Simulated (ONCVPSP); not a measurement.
**Scattering properties, ONCV potential for rhodium (Rh)**

ONCVPSP 4.0.1 input, shortened (lines: element, Z, core and valence counts, functional; n l f; lmax; l rc ep ncon nbas qcut; lloc lpopt rc5 dvloc0; l nproj debl; icmod fcfact rcfact), LDA (Perdew-Wang 92), scalar-relativistic:

```
  Rh 45.00    6    4  -001012      upf
    1    0    2.00
    2    0    2.00
    2    1    6.00
    3    0    2.00
    3    1    6.00
    3    2   10.00
    4    0    2.00
    4    1    6.00
    4    2    8.00
    5    0    1.00
    2
    0    1.45    0.00    5   10    7.90
    1    1.85    0.00    5    8    5.80
    2    2.00    0.00    4    9    8.20
    4    5    1.15    1.00
    0    2    1.20
    1    2    3.30
    2    2    0.50
    2    0.75    0.85
```

The phase is arctan(r·R′/R) of the radial function R(r), unwrapped; energies in Ha, scanned from -5 to 5 Ha. A pole is an energy at which the radial function vanishes at the test radius. The pseudo phase is shifted by a multiple of π to meet the all-electron one at the reference energy, and phase errors are pseudo minus all-electron; the curves can meet again beyond the range given. Levels narrower than the energy grid can be missing from the lists of poles.

For each channel, where are the poles, and over which energies does the pseudopotential scatter like the atom?

```json
{"channel": "s", "radius (bohr)": "1.48", "reference energy (Ha)": "-0.17", "poles, all-electron": "-2.21", "poles, pseudo": "-2.21", "unbroken range about the reference energy with phases within 0.05 rad": "the whole range", "phase error 1 Ha above the reference energy (rad)": "-0.000"}
{"channel": "p", "radius (bohr)": "1.87", "reference energy (Ha)": "-1.86", "poles, all-electron": "-1.59", "poles, pseudo": "-1.59", "unbroken range about the reference energy with phases within 0.05 rad": "the whole range", "phase error 1 Ha above the reference energy (rad)": "-0.000"}
{"channel": "d", "radius (bohr)": "2.03", "reference energy (Ha)": "-0.23", "poles, all-electron": "0.27", "poles, pseudo": "0.27", "unbroken range about the reference energy with phases within 0.05 rad": "the whole range", "phase error 1 Ha above the reference energy (rad)": "+0.000"}
```

Phases in the s channel:

```
E (Ha)  all-electron  pseudo
 -4.96         1.016   1.016
 -4.48         0.788   0.788
 -4.00         0.173   0.173
 -3.52        -0.841  -0.841
 -3.04        -1.304  -1.304
 -2.56        -1.492  -1.492
 -2.08        -1.595  -1.595
 -1.60        -1.667  -1.667
 -1.12        -1.726  -1.726
 -0.64        -1.783  -1.783
 -0.16        -1.844  -1.844
  0.32        -1.918  -1.918
  0.80        -2.017  -2.017
  1.28        -2.163  -2.163
  1.76        -2.403  -2.404
  2.24        -2.812  -2.817
  2.72        -3.377  -3.385
  3.20        -3.846  -3.854
  3.68        -4.125  -4.132
  4.16        -4.288  -4.295
  4.64        -4.392  -4.398
```
